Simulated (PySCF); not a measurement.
Al(F)(Cl)(OEt) (C2H5AlClFO), SMILES C([O][Al]([Cl])[F])C.

Coordinates come from a B3LYP-D3(BJ)/def2-SVP optimisation. One conformer was computed; it need not be the lowest.

Two levels are set side by side: TDA-PBE/def2-SVPD (PySCF) and TDA-LC-ωPBE/def2-SVPD (PySCF). Vertical, same geometry. The lowest singlet is HOMO→LUMO 98 % with PBE and HOMO→LUMO 69 % with the other functional; states are paired by order. Differences are taken from unrounded values.

| quantity | TDA-LC-ωPBE |
|---|---|
| lowest singlet excitation (eV) | 7.15 |
| lowest triplet excitation (TDA) (eV) | 6.77 |
| first bright state (f over 0.05) (eV) | 8.16 |
| its oscillator strength | 0.08 |

Task: What does TDA-PBE give, and how far is it from TDA-LC-ωPBE? (Estimate from the structure and the level; the computed values follow.)

Result: 
| quantity | TDA-PBE | TDA-PBE minus TDA-LC-ωPBE |
|---|---|---|
| lowest singlet excitation (eV) | 5.25 | -1.90 |
| lowest triplet excitation (TDA) (eV) | 5.02 | -1.75 |
| first bright state (f over 0.05) (eV) | 6.63 | -1.54 |
| its oscillator strength | 0.10 | 0.02 |

Functionals without exact exchange tend to place singlet excitations lower, as here. Differences between two approximate levels are no errors against the true value.

Rough cost on one machine, each run with all the roots and properties that it gave: TDA-LC-ωPBE against TDA-PBE about 3 times.
